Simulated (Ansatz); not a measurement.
Breaking the Al1–H2 bond in AlClH2 (SMILES [AlH2][Cl]) (multiplicity 1 held, fragments rigid). Energies count from the point at 1.569 Å.
Geometry at that point (charge 0, multiplicity 1):
```xyz
4

Al    -0.00486    -0.35109    -1.01441
H     -1.39252    -0.45490    -1.73979
H      1.37623    -0.72201    -1.66060
Cl     0.00467     0.33771     0.97574
```

R- and RO- levels are restricted; in cc, def2 and unpolarised 6-31G sets they are followed outwards from rest. Unrestricted levels (U-) break spin symmetry where that is lower. Active spaces are followed from a long bond inwards. Levels need not reach the same state.

Frozen-core correlation.

Programs: Ansatz (an electronic-structure program). 

Energies in kJ/mol.

| R (Å) | R-MP2/cc-pV(D+d)Z | U-SCS-MP2/cc-pV(D+d)Z | U-CCSD/cc-pV(D+d)Z | CASSCF(2,2)/cc-pV(D+d)Z | FIC-MRCISD+Q on CASSCF(2,2)/cc-pV(D+d)Z |
|---|---|---|---|---|---|
| 1.255 | 107 | 106 | 107 | 114 | 107 |
| 1.412 | 21 | 21 | 21 | 25 | 21 |
| 1.569 | 0 | 0 | 0 | 0 | 0 |
| 1.726 | 14 | 14 | 14 | 9 | 13 |
| 1.883 | 48 | 48 | 45 | 36 | 45 |
| 2.118 | 113 | 113 | 107 | 91 | 105 |
| 2.354 | 183 | 200 | 170 | 147 | 167 |
| 2.746 | 288 | 300 | 261 | 226 | 251 |
| 3.139 | 371 | 333 | 318 | 277 | 305 |
| 3.609 | 439 | 345 | 345 | 307 | 336 |
| 4.237 | 484 | 349 | 351 | 319 | 349 |
| 5.022 | 480 | 350 | 352 | 322 | 352 |

Doubts at one or more of the structures used: a restricted determinant that unrestricted orbitals would lower (R-MP2/cc-pV(D+d)Z); a spin-contaminated determinant (U-SCS-MP2/cc-pV(D+d)Z, U-CCSD/cc-pV(D+d)Z); T1 above 0.05 (U-CCSD/cc-pV(D+d)Z).
